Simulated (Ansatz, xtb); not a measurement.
# CH6O3Sn: 9 structures ranked

9 gas-phase structures of CH6O3Sn, from a drawn sample of its isomers (lower ones may exist). Each was relaxed with GFN2-xTB; where two conformers were screened, the lower at r2SCAN-D4/def2-SVP is listed:

A. `[OH][SnH2][CH](O)O`, a singlet
B. `C[O][SnH]([OH])[OH]`, a singlet
C. `O[C](O)(O)[SnH3]`, a singlet
D. `[CH3][Sn]([OH])([OH])[OH]`, a singlet
E. a singlet given by its coordinates
F. a singlet given by its coordinates
G. `OC(O)[O][SnH3]`, a singlet
H. `O[CH2][SnH]([OH])[OH]`, a singlet
I. `OC[O][SnH2][OH]`, a singlet

E (Å):

```xyz
11

C    -1.4528    0.0703    0.0593
O    -0.0947    0.3379   -0.1887
O     0.7404    1.1738    2.7650
O     1.6414   -1.4788    1.7593
Sn    1.3211    0.3361    1.1399
H    -1.6083   -0.9264    0.4806
H    -1.9498    0.1227   -0.9101
H    -1.8961    0.8108    0.7270
H     2.5735    1.0649    0.3383
H     0.9393    0.6521    3.5450
H     1.7042   -2.1497    1.0792
```

Close contacts (Å): C1–O2 1.41, O2–Sn5 1.94, O3–Sn5 1.92, O4–Sn5 1.94, C1–H6 1.09, C1–H7 1.09, C1–H8 1.09, O3–H10 0.96, O4–H11 0.96, Sn5–H9 1.66, Sn5–H10 2.46.

F (Å):

```xyz
11

C    -0.4053    1.7915   -0.2233
O    -1.7141    1.3339   -0.1215
O     0.5190    0.7888   -0.0216
O     1.8945   -1.4239    1.3671
Sn    0.1888   -0.5509    1.4277
H    -1.8836    0.7377   -0.8590
H    -0.2014    2.2155   -1.2161
H    -0.3112    2.5817    0.5276
H    -0.9984   -1.6473    0.9914
H    -0.0692    0.1923    2.9086
H     2.5069   -1.0149    0.7536
```

Close contacts (Å): C1–O2 1.39, C1–O3 1.38, O3–Sn5 2.00, O4–Sn5 1.92, C1–H7 1.10, C1–H8 1.09, O2–H6 0.96, O4–H11 0.96, Sn5–H9 1.67, Sn5–H10 1.68, Sn5–H11 2.46.

**Question.** Make a reasoned guess at their ranking by r2SCAN-D4/def2-SVP single-point energy.

**Answer.** Calculated order at r2SCAN-D4/def2-SVP: D (0.0), E (84.6), B (88.1), F (118.8), H (119.2), I (122.2), G (129.3), A (173.9), C (225.5) kJ/mol. Less than 1 kcal/mol parts E and B; F and H; H and I, so the order within those pairs means little.

Energies above the lowest of each column, in kJ/mol; the last columns are at PBE0-D4/def2-SVP geometries and were run for some of them only (a dash: not run or not comparable):

| structure | GFN2-xTB | HF/STO-3G | r2SCAN-D4/def2-SVP | PBE0-D4/def2-SVP | CCSD(T)/def2-SVP + ΔMP2/def2-TZVPP |
| --- | --- | --- | --- | --- | --- |
| D | 34.1 | 0.0 | 0.0 | 0.0 | 0.0 |
| E | 51.5 | 34.1 | 84.6 | 80.2 | 104.1 |
| B | 48.7 | 33.5 | 88.1 | 80.9 | 104.9 |
| F | 35.8 | 55.2 | 118.8 | – | – |
| H | 81.2 | 154.1 | 119.2 | – | – |
| I | 45.4 | 61.2 | 122.2 | – | – |
| G | 0.0 | 46.2 | 129.3 | – | – |
| A | 90.1 | 181.6 | 173.9 | – | – |
| C | 70.9 | 121.6 | 225.5 | – | – |

CCSD(T)/def2-SVP + ΔMP2/def2-TZVPP puts D lowest of those it was run on; GFN2-xTB picks G. Flexible structures stand in one conformer each, not always the lowest. Frequencies (GFN2-xTB) were run for B, D, E alone. The ΔMP2 step shifts differences by up to 26.4 kJ/mol, which makes them less sure. Atoms past krypton carry core potentials in the def2 sets, without spin–orbit terms. ΔMP2 is the change of the MP2 energy from the smaller to the larger basis.

Over these structures GFN2-xTB departs from r2SCAN-D4/def2-SVP by 42.7 kJ/mol on average once a common shift is removed. A GFN2-xTB relaxation took about 0.15 s and the r2SCAN-D4/def2-SVP energy about 1.9 s on a shared host (Ansatz 0.2.0, xtb 6.7.1).
